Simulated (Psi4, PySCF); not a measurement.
Relaxed torsion scan: SMILES [SiH3][SiH2]CBr. Scanned: dihedral Si1–Si2–C3–Br4; all other coordinates were relaxed at B3LYP-D3(BJ)/def2-SVP. Points at φ and −φ are mirror images. Heavy atoms are numbered in the order of the SMILES [SiH3][SiH2]CBr, hydrogens after them in the order of the atoms that carry them; the mirror image has the same energies with the sign of each dihedral reversed.

- RKS-B3LYP/6-31G* = restricted B3LYP/6-31G*, spherical d, density fitting // B3LYP-D3(BJ)/def2-SVP run with PySCF
- MP2/cc-pVTZ = DF-MP2 (frozen core)/cc-pVTZ // B3LYP-D3(BJ)/def2-SVP run with Psi4

Energies relative to the lowest point of each profile, in kJ/mol:

```tsv
φ / °	RKS-B3LYP/6-31G*
-150	4.7
-120	9.7
-90	5.2
-60	1.2
-30	5.2
0	9.0
30	5.2
60	1.2
90	5.2
120	9.7
150	4.7
180	0.0
```

What does MP2/cc-pVTZ give at the same points?

-150: 7.4; -120: 12.9; -90: 6.4; -60: 0.0; -30: 4.2; 0: 9.0; 30: 4.2; 60: 0.0; 90: 6.4; 120: 12.9; 150: 7.4; 180: 2.1 (kJ/mol).
